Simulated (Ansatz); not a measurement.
Input file for Ansatz (an electronic-structure program): R-PBE/def2-TZVPPD on HI (SMILES I). Elements past Kr take the def2 small-core potentials; no spin–orbit coupling. Files ending in .json are basis or fitting sets from the Basis Set Exchange.

Ansatz 0.2 input:
```yaml
crystal:
  periodic: [false, false, false]
  atoms:
    - {symbol: I, position_ang: [-0.42323705, -1.16969828, -0.63275226]}
    - {symbol: H, position_ang: [-0.57646191, -0.96017161, 0.97324933]}
basis:
  gaussian:
    orbitals: def2-TZVPPD.json
hamiltonian:
  xc: {name: PBE}
scf: {lower_state_search: off}
```

Give the final energy of this run.

-298.2919 hartree.
